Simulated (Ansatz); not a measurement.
One group Y is varied and pulled off as a radical: Y-Sn(OH)3. Gas-phase values, no solvent. Each species was relaxed from one start; no search for lower structures was made at this level. In the def2 sets, heavy atoms carry core potentials. Strings in code marks are SMILES.

Method: PBE-D3(BJ)/def2-TZVP // PBE0-D3(BJ)/def2-SVP in Ansatz (a first-principles code). All candidates: neutral, multiplicity 1. 

The HOMO–LUMO gap is 4.87 eV, the HOMO is -7.15 eV and the vertical ionisation energy (Delta-SCF) comes out as 10.07 eV.

Which member has these values?
(A) `C[CH2][Sn]([OH])([OH])[OH]`
(B) `[OH][Sn]([OH])([OH])[CH2]C(F)(F)F`
(C) `C=C[CH2][Sn]([OH])([OH])[OH]`
(D) `C=CC[CH2][Sn]([OH])([OH])[OH]`

B, `[OH][Sn]([OH])([OH])[CH2]C(F)(F)F`. The others give `C=CC[CH2][Sn]([OH])([OH])[OH]`: 4.51 eV, -6.46 eV, 8.80 eV; `C=C[CH2][Sn]([OH])([OH])[OH]`: 4.10 eV, -6.19 eV, 8.75 eV; `C[CH2][Sn]([OH])([OH])[OH]`: 4.78 eV, -6.61 eV, 9.33 eV
